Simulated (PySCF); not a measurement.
CH7FOSi2, SMILES C[Si@@H](F)O[SiH3].

Coordinates come from a B3LYP-D3(BJ)/def2-SVP optimisation. The structure was generated by enumeration; whether it is a known compound was not checked. One conformer was computed; it need not be the lowest.

Two levels are set side by side: PBE/def2-TZVP (PySCF) and M06-2X/def2-TZVP (PySCF). Same geometry, gas phase. Differences are taken from unrounded values.

| quantity | M06-2X |
|---|---|
| orbital gap (eV) | 10.88 |
| highest occupied level (eV) | -10.01 |
| lowest empty level (eV) | 0.87 |
| dipole moment (D) | 1.65 |
| mean polarisability (bohr³) | 62.1 |

Task: What does PBE give, and how far is it from M06-2X? (The exact figures need the calculation; the answer reports its results.)

Result: 
| quantity | PBE | PBE minus M06-2X |
|---|---|---|
| orbital gap (eV) | 6.49 | -4.39 |
| highest occupied level (eV) | -7.27 | 2.74 |
| lowest empty level (eV) | -0.78 | -1.64 |
| dipole moment (D) | 1.59 | -0.06 |
| mean polarisability (bohr³) | 66.3 | 4.2 |

Without exact exchange PBE keeps part of each electron's self-repulsion, which lifts occupied levels and narrows the gap. Loosely held outer electrons make PBE densities more polarisable. Differences between two approximate levels are no errors against the true value.

Rough cost on one machine, each run with all the roots and properties that it gave: M06-2X against PBE about 3 times.
